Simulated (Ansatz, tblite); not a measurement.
Forces on the cluster Ge₃O₉H₆ at its PBE-D4/def2-SVP geometry. Charge 0, multiplicity 1.

The xTB rows come from tblite. The structure holds 3 bonds between oxygen atoms, so isomers without such links may lie far lower. Another isomer (singlet) lies 3.41 eV lower at PBE0-D4/def2-TZVP; other spin states weren't run for this one.

GFN1-xTB (tblite), largest force 2.46 eV/Å:

```xyz
18
positions Å, forces eV/Å
Ge   -1.601   -0.060   -0.592   -0.822   -0.021   -0.034
Ge    0.379    2.407    0.796    0.028    0.098   -0.169
Ge    1.899   -0.581   -0.553   -0.436    0.470    0.437
O     0.651   -2.454    1.022    0.385    1.783   -1.586
O     0.802    3.044    2.262   -0.284   -0.400   -0.935
O     0.958   -1.011    1.073    0.177   -2.440   -0.235
O    -1.801   -1.869   -1.072   -0.653    1.077    1.621
O    -2.352   -1.415    0.339    0.950    0.083   -2.093
O    -0.807    0.835    0.894    0.329   -0.475    0.442
O     0.530   -2.789   -0.353   -0.454    0.110    1.337
O     0.145    0.069   -1.478   -0.020   -0.645   -0.953
O     1.900    1.301    0.211    0.646    0.276    0.686
H     0.088   -0.364   -2.356   -0.012    0.330    0.972
H    -0.455   -2.559   -0.586    0.601   -0.007    0.276
H    -0.146    3.002   -0.529    0.463   -0.348    1.052
H    -2.485    0.953   -1.327    0.748   -0.949    0.631
H     2.548    1.414    0.942   -0.801   -0.132   -0.721
H    -0.253    0.075    1.305   -0.845    1.191   -0.729
```

GFN2-xTB (tblite), largest force 2.45 eV/Å:

```
Ge -1.124 -0.870 0.444
Ge 0.393 1.049 1.771
Ge 0.643 -0.369 0.108
O 0.403 1.636 -1.243
O -0.582 -0.840 -2.040
O -0.149 -2.013 0.093
O -0.778 1.423 1.603
O 1.022 0.332 -2.197
O 0.142 -0.530 0.150
O -0.299 0.309 1.064
O -0.399 -0.437 -1.070
O 0.526 0.303 0.695
H 0.033 0.395 0.631
H 0.635 -0.412 0.166
H 0.237 -0.206 0.394
H 0.364 -0.481 0.270
H -0.510 -0.101 -0.627
H -0.558 0.813 -0.214
```

PBE-D4/def2-TZVP (Ansatz), largest force 0.26 eV/Å:

```
Ge 0.001 -0.243 0.008
Ge -0.030 -0.123 -0.089
Ge -0.077 -0.021 0.098
O 0.048 -0.022 0.132
O 0.020 0.022 0.053
O 0.149 0.031 -0.011
O -0.080 0.206 0.039
O 0.033 0.098 -0.089
O -0.023 -0.001 0.056
O -0.094 -0.142 -0.193
O -0.017 -0.038 -0.187
O 0.104 0.095 0.103
H 0.012 0.076 0.180
H 0.127 0.011 0.059
H 0.022 -0.030 0.033
H 0.016 -0.023 0.018
H -0.136 -0.026 -0.122
H -0.075 0.127 -0.087
```
